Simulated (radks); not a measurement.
The numbers below are computed, except where a source is named.
Ionisation of neutral indium, [Kr] 4d10 5s2 5p1, to In+, [Kr] 4d10 5s2, under several functionals. Scalar-relativistic Kohn-Sham, spin-polarised, spherical densities, point nucleus; open shells are filled with parallel spins first (spin-orbit coupling, left out, can overturn this in heavy ions); a radial shooting solver on a logarithmic mesh with Libxc functionals.

functional         E(In) (hartree)  Exc (hartree)  IE (eV)  -e(HOMO) (eV)  <r> HOMO (bohr)  IE error (eV)
AM05                   -5876.68141     -154.50183    5.480          2.740            3.670         -0.306
exchange-only PBE      -5879.06238     -156.87292    5.004          2.327            3.917         -0.782
Wu-Cohen GGA           -5880.90912     -158.76371    5.536          2.794            3.653         -0.251
HCTH/407               -5885.40665     -163.48698    5.524          2.789            3.630         -0.263
BP86                   -5882.73156     -160.60036    5.670          2.907            3.651         -0.116
PBE                    -5881.64187     -159.50373    5.523          2.778            3.704         -0.263

NIST Atomic Spectra Database: 5.786 eV (measured). Closest: BP86. The Delta-SCF values span 0.67 eV, the total energies 8.73 hartree. The highest occupied level is 5p. Open shells are spherical and high-spin; term and fine-structure splittings are not resolved. Spin-orbit splitting is averaged out at the scalar-relativistic level.
